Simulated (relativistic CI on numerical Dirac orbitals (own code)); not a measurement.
## P¹³⁺: computed level list

Computed by Dirac-Coulomb-Breit CI, KLI orbitals optimised for each configuration, model QED, unscaled Slater integrals (own radial code, finite nucleus).

Configuration list: 1s2, 1s 2s, 1s 2p, 1s 3s, 1s 3p, 1s 3d, 1s 4s, 1s 4p, 1s 4d, 1s 4f, 1s 5s, 1s 5p, 1s 5d, 1s 5f, 1s 5g, 1s 6s, 1s 6p, 1s 6d. Levels of other configurations are missing.

| No. | Configuration | Term | J | E (eV) | % | Landé g |
| --- | --- | --- | --- | --- | --- | --- |
| 1 | 1s2 | 1S | 0 | 0.00 | 100 |  |
| 2 | 1s 2s | 3S | 1 | 2123.32 | 100 | 1.997 |
| 3 | 1s 2p | 3P° | 0 | 2138.62 | 100 |  |
| 4 | 1s 2p | 3P° | 1 | 2138.92 | 99 | 1.495 |
| 5 | 1s 2s | 1S | 0 | 2139.90 | 100 |  |
| 6 | 1s 2p | 3P° | 2 | 2140.12 | 100 | 1.498 |
| 7 | 1s 2p | 1P° | 1 | 2151.68 | 99 | 1.002 |
| 8 | 1s 3s | 3S | 1 | 2511.98 | 100 | 1.998 |
| 9 | 1s 3p | 3P° | 0 | 2516.19 | 100 |  |
| 10 | 1s 3p | 3P° | 1 | 2516.29 | 99 | 1.495 |
| 11 | 1s 3s | 1S | 0 | 2516.44 | 100 |  |
| 12 | 1s 3p | 3P° | 2 | 2516.64 | 100 | 1.499 |
| 13 | 1s 3d | 3D | 1 | 2518.93 | 100 | 0.500 |
| 14 | 1s 3d | 3D | 2 | 2518.94 | 84 | 1.138 |
| 15 | 1s 3d | 3D | 3 | 2519.08 | 100 | 1.332 |
| 16 | 1s 3d | 1D | 2 | 2519.20 | 84 | 1.027 |
| 17 | 1s 3p | 1P° | 1 | 2519.88 | 99 | 1.003 |
| 18 | 1s 4s | 3S | 1 | 2645.85 | 100 | 1.998 |
| 19 | 1s 4p | 3P° | 0 | 2647.59 | 100 |  |
| 20 | 1s 4p | 3P° | 1 | 2647.63 | 99 | 1.495 |
| 21 | 1s 4s | 1S | 0 | 2647.69 | 100 |  |
| 22 | 1s 4p | 3P° | 2 | 2647.78 | 100 | 1.499 |
| 23 | 1s 4d | 3D | 1 | 2648.72 | 100 | 0.500 |
| 24 | 1s 4d | 3D | 2 | 2648.72 | 88 | 1.145 |
| 25 | 1s 4d | 3D | 3 | 2648.78 | 100 | 1.332 |
| 26 | 1s 4f | 3F° | 3 | 2648.83 | 58 | 1.046 |
| 27 | 1s 4f | 3F° | 2 | 2648.83 | 100 | 0.667 |
| 28 | 1s 4d | 1D | 2 | 2648.85 | 88 | 1.021 |
| 29 | 1s 4f | 3F° | 4 | 2648.86 | 100 | 1.249 |
| 30 | 1s 4f | 1F° | 3 | 2648.87 | 58 | 1.036 |

Energies count from the lowest computed level; ° marks odd parity.

The mean weight of the leading LS term, summed over parents, in these 30 levels is 95 %, and that of the leading jj configuration (from the same eigenvectors) 94 %.

At this charge energies of transitions that change n are usually good to better than 1 %, and those within a shell (Δn = 0) to a few per cent.

LS names give the leading component of a level, which can be under half, so a name can repeat, a term be missing and a line seem to break the LS rules.
